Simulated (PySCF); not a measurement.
SMILES CC(O[CH]COC)=O (C₅H₉O₃), doublet at its GFN2-xTB optimised geometry (Å):

```
17

C     -1.7418    -0.5761     0.0000
O     -0.3360    -0.5761     0.0000
C      0.2078     0.0593     1.1305
C      1.6806    -0.0053     1.0274
O      2.5589     0.4921     1.9135
C      2.2209     1.1373     3.0504
C      3.4618     1.5720     3.7831
O      1.0821     1.3384     3.4103
H     -2.0504    -1.0865    -0.9097
H     -2.1407     0.4456     0.0000
H     -2.1406    -1.1087     0.8720
H     -0.1465    -0.4292     2.0589
H     -0.1401     1.1087     1.1916
H      2.1407    -0.4900     0.1866
H      3.2019     1.8451     4.8010
H      4.1984     0.7734     3.7798
H      3.8922     2.4370     3.2812
```

Computed with unrestricted PBE0/def2-SVP (PySCF).

Map of the Laplacian of the electron density (e/bohr⁵) on the plane z = 0.6 Å:

```
|*******************************|
|*******************************|
|*******************************|
|*******************************|
|*******************************|
|*******************************|
|*******************************|
|*******************************|
|*******************************|
|*************#####*************|
|************########*##********|
|*******###################*****|
|******####################*****|
|*****############%#########****|
|*****########%%#%%##+=#####****|
|*****######%%@#+#####==####****|
|*****#####%%@@+=#%#%* :*###****|
|****####++#%@@##@%%%#+=####****|
|****###+ -#%@@@@@#########*****|
|****###+.+##%@@%#########******|
|*****###################*******|
|*****############**************|
|*******####********************|
|*******************************|
|*******************************|
|*******************************|
|*******************************|
|*******************************|
|*******************************|
|*******************************|
|*******************************|
```
Scale: ten equal steps from -1.08 (start of ' ') to 0.482 (end of '@'), in the order ' .:-=+*#%@'; x runs from -4.50 to 4.50, y from -4.50 (bottom) to 4.50 (top).
